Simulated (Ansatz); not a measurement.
`C#[C][GeH2][SbH2]` + `COCF` → `C#[C][GeH2][F]` + `CO[CH2][SbH2]`  (formal exchange of groups at a Ge–Sb bond)

Calculated with Ansatz (gas phase, PBE0-D4/def2-TZVP geometries, no zero-point term in ΔE). CBS: MP2 limit from def2 TZ/QZ plus the TZ coupled-cluster correction, frozen cores. DFT in def2-TZVPP. Elements past krypton have def2 core potentials. For Ge, Sb outer-core shells are correlated without core-valence functions, which leaves a few kJ/mol of doubt a bond. Scalar relativity is left out up to krypton. Each species was taken in one conformer, which may not be the lowest.

**Question.** Is it downhill or uphill in electronic energy at CCSD(T)/CBS, and by how much? (An estimate is asked.)

**Answer.** Computed: Downhill: ΔE = -3.9 kcal/mol.

**Question.** What do these levels give: r2SCAN-D4, PBE0-D4, ωB97X-V, B2PLYP, r2SCAN, PBE0, MP2/def2-TZVPP, SCS-MP2/def2-TZVPP, CCSD/def2-TZVPP, CCSD(T)/def2-TZVPP, MP2/def2-QZVPP, SCS-MP2/def2-QZVPP? (Estimate.)

**Answer.** Ansatz gave: r2SCAN-D4 -1.8, PBE0-D4 -0.2, ωB97X-V -3.0, B2PLYP -3.8, r2SCAN -1.8, PBE0 -0.3, MP2/def2-TZVPP -5.2, SCS-MP2/def2-TZVPP -6.0, CCSD/def2-TZVPP -4.2, CCSD(T)/def2-TZVPP -4.2, MP2/def2-QZVPP -5.3, SCS-MP2/def2-QZVPP -6.3 kcal/mol.

Largest T1 diagnostic among the species: 0.013.

In def2-TZVPP, CCSD(T) changes the Hartree–Fock value by −0.8 kcal/mol (the triples alone add +0.0 kcal/mol) and MP2 by −1.8 kcal/mol.
